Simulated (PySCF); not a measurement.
These compounds are isomers of formula C5H9FN2Si.

A. `Cc1nn([SiH3])c(C)c1F`
B. `C[SiH2]n1ncc(F)c1C`
C. SMILES CCc1c(F)cnn1[SiH3]
D. SMILES n1([SiH3])c(C)c(CF)cn1
E. `C[C@H](N[SiH3])/C(C#N)=C/F`

Spectrum 1. ¹³C{¹H} NMR (computed): δ 150.7 (C), 146.7 (CH), 123.6 (C), 80.1 (CH2), 12.2 (CH3).

Spectrum 2. ¹³C{¹H} NMR (computed): δ 159.8 (C), 135.0 (CH), 134.0 (C), 9.4 (CH3), -6.2 (CH3).

Spectrum 3. ¹³C{¹H} NMR (computed): δ 170.7 (CH), 118.9 (C), 109.8 (C), 55.0 (CH), 28.6 (CH3).

Spectrum 4. ¹³C{¹H} NMR (computed): δ 159.1 (C), 140.5 (C), 135.6 (CH), 21.9 (CH2), 18.0 (CH3).

Spectrum 5. ¹³C{¹H} NMR (computed): δ 158.6 (C), 144.0 (C), 134.3 (C), 13.5 (CH3), 10.2 (CH3).

- GFN2-xTB geometry
- σ from GIAO-PBE0/pcSseg-1
- code: PySCF 2.14
- non-relativistic, a single conformation, isolated molecule, fast rotation and ring inversion assumed for equivalent nuclei

Shifts are taken against calculated references (same method and geometry level): ¹³C (σref 186.93) vs TMS. Splittings of carbon signals by F and P are missing where no couplings were computed. Shifts are as computed. Against solution values, carbons near 30 ppm lie about +3 ppm off and those near 130 ppm about +5 ppm. Of 1309 compounds with measured shifts, 239 miss one by over three times the rms of a fit or turn the order of signals round; such compounds aren't used in these exercises.

Task: Match each spectrum to its structure.

Result: 1–D, 2–B, 3–E, 4–C, 5–A.

- Spectrum 1 (D): 5 ¹³C signals; δC 146.7 is an aromatic CH next to a ring nitrogen; δC 80.1 is an sp3 CH2 bonded to F, on an aromatic ring.
- Spectrum 2 (B): 5 ¹³C signals; δC 159.8 is an aromatic carbon bearing fluorine; δC 9.4 is a methyl carbon on an aromatic ring.
- Spectrum 3 (E): 5 ¹³C signals; δC 118.9 is a nitrile carbon; δC 109.8 is a fully substituted alkene carbon.
- Spectrum 4 (C): 5 ¹³C signals; δC 159.1 is an aromatic carbon bearing fluorine; δC 21.9 is an sp3 CH2 on an aromatic ring.
- Spectrum 5 (A): 5 ¹³C signals; δC 158.6 is an aromatic carbon bearing fluorine; δC 13.5 is a methyl carbon on an aromatic ring.
